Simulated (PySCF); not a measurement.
**Name the molecule from its bond curve**

A diatomic of charge 0 contains Bi. Its triplet curve at UHF in a double-zeta basis (scalar-relativistic core potentials, PySCF), in eV from the separated fragments:

R (Å), E (eV) and a bar:
```
    2.319     -0.004 ##############################
    2.427     -0.225 ##############
    2.535     -0.354 #####
    2.616     -0.406 ##
    2.697     -0.428 
    2.778     -0.427 
    2.886     -0.400 ##
    3.021     -0.344 ######
    3.183     -0.273 ###########
    3.398     -0.196 ################
```

The fit gives ωe = 354 cm⁻¹ and the rotational constant Bₑ = 0.3328 cm⁻¹.

Which atom is the partner?

The minimum lies at 2.732 Å, so the reduced mass is 16.8576 u Å² cm⁻¹/(Bₑ·Re²) = 6.787 u. With Bi at 208.98 u the partner weighs about 7.0 u: Li. The molecule is LiBi.

These are scalar-relativistic numbers at best; spin–orbit coupling would shift them, the dissociation energy most. The state was picked by a PBE0 search and need not be the measured ground state.
